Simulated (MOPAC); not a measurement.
MOPAC input (MNDO):

```
MNDO PRECISE GNORM=0.05 LET XYZ CHARGE=-1 GEO-OK AUX(PRECISION=9) THREADS=1
H2ClSi

Si   -1.13071627 1   -0.21437975 1   -0.19786288 1
Cl    1.10415170 1    0.11806772 1    0.10161408 1
H    -1.48225327 1    1.28364396 1   -0.26245164 1
H    -1.45829783 1   -0.28947871 1    1.30509270 1
```

From the last part of the output:

```
                                                       MOPAC v23.2.5 Linux

          FINAL HEAT OF FORMATION =        -27.51150 KCAL/MOL =    -115.10813 KJ/MOL

          COSMO AREA              =         98.45 SQUARE ANGSTROMS
          COSMO VOLUME            =         85.59 CUBIC ANGSTROMS

          GRADIENT NORM           =          0.02326          =       0.01163 PER ATOM
          IONIZATION POTENTIAL    =          1.308678 EV
          HOMO LUMO ENERGIES (EV) =         -1.309  6.979
          NO. OF FILLED LEVELS    =          7
          MOLECULAR WEIGHT        =         65.5543         POINT GROUP:  Cs

          MOLECULAR DIMENSIONS (Angstroms)

            Atom       Atom       Distance
            H     4   Cl     2     2.80186
           Cl     2    H     3     1.97627
           Si     1   Cl     2     0.76702

          SCF CALCULATIONS        =          9

   ATOM   CHEMICAL          X               Y               Z
  NUMBER   SYMBOL      (ANGSTROMS)     (ANGSTROMS)     (ANGSTROMS)

     1      Si         -1.10065357  *  -0.17601977  *  -0.15982581  *
     2      Cl          1.07738261  *   0.11020246  *   0.09412991  *
     3       H         -1.48177115  *   1.17635486  *  -0.31139007  *
     4       H         -1.45871009  *  -0.33803517  *   1.19762991  *

                             CARTESIAN COORDINATES

   1   Si       -1.100653573    -0.176019766    -0.159825810
   2   Cl        1.077382606     0.110202455     0.094129914
   3    H       -1.481771150     1.176354860    -0.311390066
   4    H       -1.458710091    -0.338035170     1.197629907

           Empirical Formula: H2 Si Cl  =     4 atoms

      MOLECULAR POINT GROUP   :   Cs

                  EIGENVALUES
 -17.61385 -12.87642  -6.88903  -6.78292  -6.44265  -5.38017  -1.30868   6.97883
   8.06383   9.28913

              NET ATOMIC CHARGES AND DIPOLE CONTRIBUTIONS

  ATOM NO.   TYPE          CHARGE      No. of ELECS.   s-Pop       p-Pop
    1         Si           0.575343        3.4247     1.50054     1.92411
    2         Cl          -0.687114        7.6871     1.98974     5.69737
    3          H          -0.444115        1.4441     1.44411
    4          H          -0.444115        1.4441     1.44411
 DIPOLE           X         Y         Z       TOTAL
 POINT-CHG.    -0.008    -2.652    -2.662     3.758
 HYBRID         0.790     2.798     2.796     4.034
 SUM            0.781     0.146     0.134     0.806

          ATOMIC ORBITAL ELECTRON POPULATIONS

     Atom    s        px        py        pz
    1 Si   1.50054   0.29094   0.81627   0.81690
    2 Cl   1.98974   1.71480   1.99077   1.99180
    3  H   1.44411
    4  H   1.44411

 **********************
 *                    *
 * JOB ENDED NORMALLY *
 *                    *
 **********************

 == MOPAC DONE ==
```

The dipole moment of an ion depends on the origin.
